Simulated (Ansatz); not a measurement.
Cartesian coordinates (Å):
SMILES: [AlH2][CH]=C
```xyz
8

C     -1.1041    -0.8352    -0.1228
C     -0.5436     0.3084     0.2882
Al     1.3394     0.6534    -0.0253
H     -2.1547    -1.0693     0.0315
H     -0.5311    -1.6005    -0.6393
H     -1.1979     1.0147     0.7974
H      2.1645    -0.4689    -0.7762
H      2.0274     1.9974     0.4465
```
Charge 0, multiplicity 1.

These are frozen-core CCSD(T)/def2-TZVPP // B3LYP-D3(BJ)/def2-TZVP (Ansatz, a program for electronic structure) values and carry that method's errors.

| Property | Result |
|---|---|
| HF energy | -320.56357 Ha |
| MP2 correlation energy | -0.40680 Ha |

Estimate the CCSD correlation energy, the (T) correction, the total energy and the T1 diagnostic.


```
Quantity                         Value
-----------------------  -------------
CCSD correlation energy    -0.44297 Ha
(T) correction             -0.01821 Ha
CCSD(T) total energy     -321.02475 Ha
T1 diagnostic                    0.011
```
